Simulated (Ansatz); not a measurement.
B2F4H2O2 (`F[B-]1(F)[OH+][B-](F)(F)[OH+]1`). Charge 0, multiplicity 1. All single points use the PBE0-D4/def2-TZVP geometry.

```xyz
10

F    -1.806   -1.344    0.091
B    -1.060   -0.270   -0.172
F    -1.673    0.764   -0.790
O    -0.255    0.203    1.062
B     1.071    0.024    0.283
F     1.588    1.214   -0.094
F     1.899   -0.832    0.882
O     0.273   -0.637   -0.868
H    -0.439    1.108    1.338
H     0.401   -0.230   -1.731
```

Question: What is the dipole moment at ωB97M-V/def2-TZVPP? (Estimate.)

Answer: Computed: 1.95 D, with components (-0.08, 1.78, -0.80) D in this frame, pointing from negative to positive charge.

Question: And with PBE, r2SCAN, B3LYP? (Estimate.)

Answer: Computed: PBE 1.88 D, r2SCAN 1.92 D, B3LYP 1.94 D.

Question: Give the Mulliken charges with ωB97M-V, r2SCAN, PBE in def2-TZVPP. (An estimate is asked.)

Answer: The calculation gave: 
```json
{"atom": "F1", "ωB97M-V": "-0.27", "r2SCAN": "-0.29", "PBE": "-0.23"}
{"atom": "B2", "ωB97M-V": "0.48", "r2SCAN": "0.52", "PBE": "0.38"}
{"atom": "F3", "ωB97M-V": "-0.27", "r2SCAN": "-0.29", "PBE": "-0.24"}
{"atom": "O4", "ωB97M-V": "-0.15", "r2SCAN": "-0.18", "PBE": "-0.12"}
{"atom": "B5", "ωB97M-V": "0.48", "r2SCAN": "0.52", "PBE": "0.38"}
{"atom": "F6", "ωB97M-V": "-0.27", "r2SCAN": "-0.29", "PBE": "-0.24"}
{"atom": "F7", "ωB97M-V": "-0.27", "r2SCAN": "-0.29", "PBE": "-0.23"}
{"atom": "O8", "ωB97M-V": "-0.15", "r2SCAN": "-0.18", "PBE": "-0.12"}
{"atom": "H9", "ωB97M-V": "0.21", "r2SCAN": "0.23", "PBE": "0.22"}
{"atom": "H10", "ωB97M-V": "0.21", "r2SCAN": "0.23", "PBE": "0.22"}
```

B3LYP here is the variant with VWN-RPA as its local correlation; programs differ in this.
